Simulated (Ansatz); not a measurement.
Geometry optimisation, RKS PBE-D4/STO-3G in Ansatz.

input.yaml

```yaml
crystal:
  periodic: [false, false, false]
  atoms:
    - { symbol: C, position_ang: [-0.1428, -1.5234, 1.3854] }
    - { symbol: C, position_ang: [0.6572, -0.5624, 0.4961] }
    - { symbol: C, position_ang: [-0.1792, 0.0815, -0.6638] }
    - { symbol: C, position_ang: [0.8671, 0.7307, -1.6785] }
    - { symbol: Al, position_ang: [-1.4481, 1.469, -0.0059] }
    - { symbol: H, position_ang: [-0.6633, -2.2572, 0.756] }
    - { symbol: H, position_ang: [0.4799, -1.9591, 2.1422] }
    - { symbol: H, position_ang: [-0.9428, -0.8859, 1.8922] }
    - { symbol: H, position_ang: [1.4892, -1.1558, 0.1132] }
    - { symbol: H, position_ang: [1.1241, 0.2327, 1.1518] }
    - { symbol: H, position_ang: [-0.7483, -0.705, -1.1478] }
    - { symbol: H, position_ang: [0.2285, 1.167, -2.4954] }
    - { symbol: H, position_ang: [1.3557, 1.5451, -1.2177] }
    - { symbol: H, position_ang: [1.4487, -0.0352, -2.0836] }
    - { symbol: H, position_ang: [-0.8394, 2.8376, 0.5433] }
    - { symbol: H, position_ang: [-2.7095, 0.9979, 0.8569] }
basis:
  gaussian: { orbitals: STO-3G }
hamiltonian:
  xc: pbe
  dispersion: d4
relax:
  f_tol: 0.015
  max_steps: 40
```

Run as:

```bash
$ ansatz run input.yaml --threads 1 --pin off --max-ram 2048MiB --backend cpu --events-out ev --progress --plain --runs-dir out
```

Question: Where does it end, and by what steps?

Answer: It converged. The force dipped under the threshold on the way, but the program's further checks kept it going. Limits of this set-up: minimal basis. After 17 steps the energy has fallen by 0.969 eV; H16 moved furthest, 0.83 Å.

```csv
step,energy less start (eV),largest force component (eV/Å),accepted
0,0.0000,5.291,yes
1,-0.8399,1.459,yes
2,-0.9302,0.144,yes
3,-0.9373,0.095,yes
4,-0.9370,0.283,no
5,-0.9445,0.052,yes
6,-0.9484,0.082,yes
7,-0.9505,0.212,yes
8,-0.9504,0.314,no
9,-0.9565,0.094,yes
10,-0.9604,0.047,yes
11,-0.9637,0.134,yes
12,-0.9648,0.153,yes
13,-0.9663,0.150,yes
14,-0.9681,0.024,yes
15,-0.9684,0.011,yes
16,-0.9686,0.029,yes
17,-0.9686,0.010,yes
```

```xyz
16
Properties=species:S:1:pos:R:3
C -0.151 -1.331 1.512
C 0.721 -0.652 0.412
C -0.154 0.065 -0.674
C 0.769 0.808 -1.692
Al -1.408 1.242 0.219
H -0.827 -2.087 1.069
H 0.476 -1.830 2.273
H -0.779 -0.580 2.039
H 1.375 -1.422 -0.052
H 1.394 0.086 0.897
H -0.694 -0.728 -1.233
H 0.181 1.265 -2.512
H 1.344 1.616 -1.198
H 1.502 0.117 -2.156
H -0.870 2.355 1.093
H -2.901 1.054 0.047
```

The run took 59 s on 1 CPU thread of a shared host.
